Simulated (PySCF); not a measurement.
C₄H₉KO, SMILES [K][O]C(C)(C)C.

Coordinates come from a B3LYP-D3(BJ)/def2-SVP optimisation. The isomer is the one that the SMILES or the coordinates give; other isomers of the formula were not compared.

Level of theory: TDA-PBE0/def2-SVPD in PySCF 2.14.0.

Vertical excitations; the highest root listed may be one member of a degenerate set. Isolated molecule, no solvent. State labels are in the subgroup Cs.

```csv
state,symmetry,energy (eV),λ (nm),f,main pairs
S1,A",2.80,443,0.006,HOMO→LUMO (degenerate set)
S2,A',2.80,443,0.006,HOMO−1→LUMO (degenerate set)
S3,A',4.11,302,0.000,"HOMO−1→LUMO+1, HOMO→LUMO+2 (degenerate set)"
S4,A",4.11,302,0.000,"HOMO→LUMO+1, HOMO−1→LUMO+2 (degenerate set)"
S5,A",4.14,300,0.000,"HOMO−1→LUMO+2 49 %, HOMO→LUMO+1 49 %"
S6,A',4.20,295,0.012,"HOMO→LUMO+2 50 %, HOMO−1→LUMO+1 49 %"
T1,A',2.76,449,0,HOMO−1→LUMO (degenerate set)
T2,A",2.76,449,0,HOMO→LUMO (degenerate set)
```
Triplets are in the Tamm–Dancoff approximation.
